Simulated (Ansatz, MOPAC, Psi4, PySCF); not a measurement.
System: C$_{2}$H$_{3}$F$_{2}$ (charge 0, doublet). SMILES: C[C](F)F
Coordinates optimised at B3LYP-D3(BJ)/def2-TZVP (Ansatz, a program for electronic structure):
```
C
H 1 1.0886
H 1 1.0886 2 109.28
H 1 1.0975 2 108.78 3 118.64
C 1 1.4852 2 109.77 3 -120.43
F 5 1.3402 1 115.46 2 -55.25
F 5 1.3402 6 109.40 1 132.27
```
Charge 0, spin multiplicity 2.

Quantity: enthalpy of formation at 298 K, in kcal/mol. Terms: open shells spin-unrestricted; 6-311+G** with 5d; six Cartesian d functions in 6-31G* and its kin unless marked 5d; no spin-orbit coupling; non-relativistic; frozen cores in correlated levels; no dispersion term unless named. Basis-set limits of correlation are two-point, X^-3; Hartree-Fock from the larger set (for Q and 5 zeta extrapolated as (X+1)exp(-9√X)). First-principles rows: single points at B3LYP-D3(BJ) geometries (Ansatz), with unscaled harmonic terms from B3LYP/6-31G* (Ansatz) at its own minima, enthalpies of formation by atomisation with measured atoms. Semi-empirical rows: MOPAC heats of formation at their own minima for 298 K.

Coupled cluster (Ansatz) is a level with limits of its own, used here on species with T1 under 0.025 (0.045 for open shells) and stable references: CCSD(T)/CBS(cc-pVQZ,cc-pV5Z).

Value to compare with, CCSD(T)/CBS(cc-pVQZ,cc-pV5Z) (Ansatz): -70.3 kcal/mol.

```
level                           program  enthalpy of formation at 298 K (kcal/mol)  difference
-----------------------  --------------  -----------------------------------------  ----------
AM1                               MOPAC                                      -96.1       -25.8
PM3                               MOPAC                                      -88.8       -18.5
HF/6-311+G**                     Ansatz                                      109.3       179.6
PBE/STO-3G                       Ansatz                                     -192.8      -122.5
BP86/def2-SVP                     PySCF                                     -106.6       -36.3
B3LYP/STO-3G                     Ansatz                                     -154.8       -84.5
B3LYP/3-21G                      Ansatz                                      -58.4        11.9
B3LYP/6-31G*                     Ansatz                                      -74.9        -4.6
B3LYP/6-31+G*                    Ansatz                                      -64.4         5.9
B3LYP/6-31G**                    Ansatz                                      -77.6        -7.3
M06-2X/6-311+G**                  PySCF                                      -65.9         4.4
wB97X-D/6-311+G**                  Psi4                                      -65.9         4.4
MP2/STO-3G                       Ansatz                                      -20.9        49.4
MP2/3-21G                        Ansatz                                       17.4        87.7
B3LYP-D3(BJ)/def2-TZVPD  Ansatz + dftd3                                      -73.0        -2.7
```

Among the 14 habitual levels, HF/6-311+G** lies farthest from CCSD(T)/CBS(cc-pVQZ,cc-pV5Z) (Ansatz) (179.6 kcal/mol); 7 of 14 lie above it, and their mean absolute difference is 45.9 kcal/mol, the median 22.1. One case shows no general order.

The levels are drawn from those run, B3LYP/6-31G* more often than the rest, none by its result; left out are runs that failed, that the program found above a lower state of the same kind, or whose <S^2> lies over 0.5 above the pure value.
